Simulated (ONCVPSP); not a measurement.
# hafnium (Hf): one change to an ONCV potential, before and after

ONCVPSP 4.0.1 input, shortened (lines: element, Z, core and valence counts, functional; n l f; lmax; l rc ep ncon nbas qcut; lloc lpopt rc5 dvloc0; l nproj debl; icmod fcfact rcfact), PBEsol, scalar-relativistic:

```
  Hf 72.00   12    2  -116133      upf
    1    0    2.00
    2    0    2.00
    2    1    6.00
    3    0    2.00
    3    1    6.00
    3    2   10.00
    4    0    2.00
    4    1    6.00
    4    2   10.00
    4    3   14.00
    5    0    2.00
    5    1    6.00
    5    2    2.00
    6    0    1.50
    3
    0    3.15    0.00    3    5    1.80
    1    3.05    0.11    5    9    2.10
    2    2.90    0.00    5   10    5.30
    3    2.90    0.20    4    8    4.50
    3    5    2.90    0.00
    0    3    0.50
    1    2    1.00
    2    2    1.30
    3    0    4.00
    2    0.20    0.60
```

In the p channel the program set the typed energies aside and used 0.050, 1.050 Ha.

All-electron outer shells of the reference configuration (PBEsol, scalar-relativistic, ld1.x):

```csv
shell,level (eV),outermost node (bohr),outermost maximum (bohr)
4f,-20.17,–,0.45
6s,-7.98,1.36,2.85
5d,-5.85,0.67,1.69
```

Change: s: qcut 2.6; p: qcut 3; d: qcut 7.6; f: qcut 6.4.

Cutoffs: the cutoffs (Ha) at which the residual kinetic energy of the hardest occupied pseudo-wave falls to 1 and 0.1 mHa per electron; they do not see the model core or the augmentation charge, which bear on the density cutoff. Errors are all-electron minus pseudo energies relative to the spin-unpolarised reference configuration.

What does the change do?

The potential gets harder (9.8 Ha and 11 Ha → 11 Ha and 13 Ha); a bound ghost appears in p, s, which as a rule spoils a file; the lowest positive-energy flag moves from p at 42.9 eV to p at 20.2 eV; the number of tests with a reliable result goes from 4 to 3; of the 3 tests that both files solve, the error grows in 0 and shrinks in 2 by more than 15 % and 0.3 meV (median size 2.9 → 3.1 meV); the range in which the s phases agree widens (upper end 1.5 → 3.4).

```csv
quantity,base,changed
"cutoff, loose",9.8 Ha,11 Ha
"cutoff, tight",11 Ha,13 Ha
loose cutoff by channel,"s 4.0 Ha, d 9.8 Ha","s 2.5 Ha, d 11 Ha"
bound ghosts,none,"s, p"
GHOST(+) flags under 300 eV,"p at 42.9 eV, s at 47.5 eV",p at 20.2 eV
tests with a reliable result,4 of 4,3 of 4
"error for 5d2 6s2, meV [ΔE -3.27 eV]",+0.4,+0.1
"error for 5d2 6s1, meV [ΔE 4.74 eV]",-2.9,-3.1
"error for 5d2 6s0, meV [ΔE 18.90 eV]",-36,-29
s: phases at 3.20 bohr within 0.05 rad from the reference energy up to (Ha; the scan ends near 5),1.5,3.4
p: phases at 3.09 bohr within 0.05 rad from the reference energy up to (Ha; the scan ends near 5),1.5,0.7
d: phases at 2.94 bohr within 0.05 rad from the reference energy up to (Ha; the scan ends near 5),3.7,3.5
f: phases at 2.94 bohr within 0.05 rad from the reference energy up to (Ha; the scan ends near 5),2.2,1.8
"rms error of d²Exc/dni dnj with the model core, mHa",3.66,3.58
```

Base: The cutoffs count occupied waves only; projector 2 of the p channel, the hardest unoccupied one, needs 32 Ha at the loose tolerance. A true bound ghost makes a file unfit for plane-wave use even where its test errors are small: the radial tests pick states by their node count and pass the ghost by.
